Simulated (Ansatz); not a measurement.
`C=C[Si](O)(O)F` at its PBE0-D4/def2-TZVP geometry, where that method's forces vanish. Total charge 0; spin multiplicity 1.

```tsv
atom	x (Å)	y (Å)	z (Å)
C1	-1.625	0.985	0.225
C2	-0.315	0.996	0.458
Si3	0.774	-0.413	0.009
O4	-0.038	-1.680	-0.626
O5	1.878	0.109	-1.060
F6	1.505	-0.941	1.331
H7	-2.109	0.138	-0.254
H8	-2.268	1.818	0.493
H9	0.121	1.873	0.934
H10	-0.360	-2.348	-0.020
H11	2.438	-0.539	-1.491
```

**Question.** For each bond, give half the difference of the two atoms' forces along it (eV/Å; positive pushes the atoms apart) under PBE-D4, r2SCAN-D4, B3LYP-D4, ωB97M-V in def2-TZVPP. (Estimate.)

**Answer.** Computed: 
| bond | length (Å) | PBE-D4 | r2SCAN-D4 | B3LYP-D4 | ωB97M-V |
| --- | --- | --- | --- | --- | --- |
| C1–C2 | 1.330 | 0.36 | 0.21 | 0.12 | 0.03 |
| C1–H7 | 1.086 | 0.03 | -0.05 | -0.08 | -0.05 |
| C1–H8 | 1.086 | 0.01 | -0.07 | -0.10 | -0.06 |
| C2–Si3 | 1.837 | -0.26 | -0.10 | -0.06 | -0.06 |
| C2–H9 | 1.088 | 0.04 | -0.02 | -0.09 | -0.07 |
| Si3–O4 | 1.634 | 0.23 | 0.03 | 0.10 | 0.08 |
| Si3–O5 | 1.623 | 0.23 | 0.04 | 0.07 | 0.08 |
| Si3–F6 | 1.600 | 0.42 | 0.04 | 0.15 | 0.11 |
| O4–H10 | 0.958 | 0.32 | 0.02 | -0.02 | -0.06 |
| O5–H11 | 0.958 | 0.32 | 0.01 | -0.02 | -0.07 |

B3LYP here is the variant with VWN-RPA as its local correlation; programs differ in this.
